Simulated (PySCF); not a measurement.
Simulation results for BClFHSi

Computed with PySCF 2.14.0. Calculation on a computer-drawn molecule: optimised geometry and harmonic frequencies of an isolated molecule of the commonest isotopes, restricted reference for singlets and unrestricted otherwise, frozen core in MP2.

BClFHSi

Start structure:
```xyz
5
BClFHSi
F      1.4783     0.1828     2.6389
B      1.3724     1.2187     1.7630
Si    -0.3834     1.9787     1.5121
Cl    -0.8877     3.8299     2.2314
H      2.1944     1.1633     0.9363
```

Settings of this run: charge 0, multiplicity 1, method HF and basis cc-pV(D+d)Z.

The calculation gives: rotational constants 8.61, 2.371, 1.987 GHz; total energy -873.1819 hartree; convergence status largest gradient component 1.084e-05 hartree/bohr.

Drawn bonds:
```tsv
atom	other atom	order
1	2	1
2	3	1
3	4	1
2	5	1
```

Optimised structure:
```xyz
5
BClFHSi
F      1.4695     0.3485     2.7434
B      1.2291     1.1473     1.7026
Si    -0.7156     1.7719     1.3260
Cl    -0.3875     3.6383     2.2739
H      2.1784     1.4673     1.0356
```

Modes:
```tsv
frequency (cm⁻¹)	reduced mass (dalton)
73.07	10.77
166.4	2.651
231.7	10.56
500.7	29.11
572.6	4.369
837.5	1.724
1144	1.426
1299	5.121
2691	1.09
```
